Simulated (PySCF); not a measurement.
## Ions at one geometry of BiOCl

PySCF 2.14.0, RKS PBE0, Bi def2-SVP with ECP60, O def2-SVP, Cl def2-SVP; non-relativistic Hamiltonian with scalar-relativistic core potentials where named; density fitting; no spin-orbit coupling; singlets restricted, open shells unrestricted. The geometry is relaxed for charge 0, singlet, vacuum:

```xyz
3

Bi    0.1545    0.0000   -0.5037
O     1.6267    0.0000    0.7227
Cl   -1.8612    0.0000    0.9505
```

Energies count from the relaxed state; an electron taken off or put on is at rest in vacuum. Charges and spins are Mulliken's.

```
                     state  energy (eV)  spin squared  charge on Bi1 (e)  spin on Bi1 (e)  dipole about the centre of mass (D)
 charge 0, singlet, vacuum         0.00          0.00               0.91             0.00                                 4.68
charge +1, doublet, vacuum         9.57          0.77               1.33            -0.13                                 2.56
```

**Question.** What does the state charge -1, doublet, vacuum give?

**Answer.** energy (eV) -1.43, spin squared 0.75, charge on Bi1 (e) 0.23, spin on Bi1 (e) 0.63, dipole about the centre of mass (D) 4.72.

With an electron taken off (doublet) the charges change, summed by element, by Bi +0.43 e, O +0.31 e, Cl +0.26 e. The vertical ionisation energy is 9.57 eV, against −ε(HOMO) = 7.80 eV of the relaxed state. The level lies 1.8 eV too high, as is usual for semilocal functionals and global hybrids, which keep a self-interaction error.

With an electron put on (doublet) the charges change, summed by element, by Bi -0.67 e, O -0.15 e, Cl -0.18 e. The vertical electron affinity is 1.43 eV, against −ε(LUMO) = 3.56 eV of the relaxed state. The basis has no diffuse functions, which an added electron needs. The added electron's level lies above zero.

Open shells may have lower solutions than those found.
